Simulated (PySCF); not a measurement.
**As²⁺: excitation energy**

As²⁺ [Ar] 3d10 4s2 4p1 (2P) → As²⁺ [Ar] 3d10 4s1 4p2 (4P), as a difference of total energies. Computed with PySCF 2.14 in x2c-QZVPPall (11s8p5d4f1g, 97 functions), with scalar relativity by spin-free X2C-1e. Correlated levels: valence: [Ar] 3d10 frozen; valence and next inner shell: [Ne] frozen. The calculations carry no spin-orbit coupling.

```csv
method,excitation energy (cm⁻¹)
UHF,52329
LDA,71753
PBE,69812
PBE0,66416
r2SCAN,63824
wB97M-V,68710
wB97X,72206
M06,74942
M06-L,70723
ROHF,51800
MP2 (valence),59668
SCS-MP2 (valence),62401
MP2 (valence and next inner shell),64245
SCS-MP2 (valence and next inner shell),66138
```

A first-order spin-orbit estimate (lowest level to lowest level, LS coupling) adds 0.025 eV.
